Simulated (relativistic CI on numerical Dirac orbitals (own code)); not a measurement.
## Tc3+: M2,3 absorption edge

Computed with this model: Dirac-Coulomb-Breit CI, orbitals from a KLI potential per configuration, a model potential for QED, valence Slater integrals scaled by 0.9, multiplet model of core-to-valence dipole absorption; configurations [Kr] 4d4 → [Ne] 3s2 3p5 3d10 4s2 4p6 4d5; 300 K; Lorentzian 2 eV and Gaussian 0.4 eV FWHM. Energies are those of the free ion, without screening or charge transfer. The branching ratio is the share of the lower-energy edge in the whole absorption, uncertain by about 0.02 where the edges overlap. S is read from ⟨S²⟩ = S(S + 1).

Field parameters in Wybourne normalisation: D4h B²₀ = −7Ds, B⁴₀ = 21(Dq − Dt), B⁴₄ = 21√(5/14) Dq. The field is a parameter set, without covalency.

Case D4h, 10Dq = 22300, Ds = 1710, Dt = 800 cm⁻¹, the dichroism is that of the ground state at zero temperature, magnetised by exchange field 10 meV on Sz. The dichroism I(Δm = −1) − I(Δm = +1), over the sum of the three polarisations, integrates to -0.0089 on the lower edge and 0.0197 on the upper edge. The branching ratio is 0.755.

Question: Use the orbital sum rule with 6 holes to get ⟨Lz⟩.

Answer: For a p → d edge ⟨Lz⟩ = 2 × n_h × (sum of both integrals) in this sign convention = 0.13; the ground state itself has ⟨Lz⟩ = 0.14 and ⟨Sz⟩ = -1.96. The rule assumes one radial integral for both edges, which relativistic orbitals only approach.
